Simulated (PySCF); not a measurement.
Excitation energy of W by level of theory

W [Xe] 4f14 5d4 6s2 (5D) → W [Xe] 4f14 5d4 6s1 6p1 (high-spin determinant), as a difference of total energies. Calculation: PySCF 2.14, in aug-cc-pVDZ-PP with ECP60MDF (5s5p4d2f, 54 functions); a scalar-relativistic core potential. Correlated levels: valence: 5s2 5p6 frozen. The calculations carry no spin-orbit coupling.

```tsv
method	excitation energy (eV)
UHF	1.067
LDA	2.806
PBE	2.503
PBE0	2.293
r2SCAN	2.050
M06-2X	3.109
PBEsol	2.475
wB97X-V	2.577
TPSS	2.433
MP2 (valence)	2.132
SCS-MP2 (valence)	2.482
```

Task: How much does correlation contribute at MP2 (valence)?

Result: 2.132 − (1.067) = 1.065 eV, measured against UHF.

The determinant of the upper state mixes LS terms, which raises its energy above the lowest term, most at the Hartree-Fock and MP2 levels.
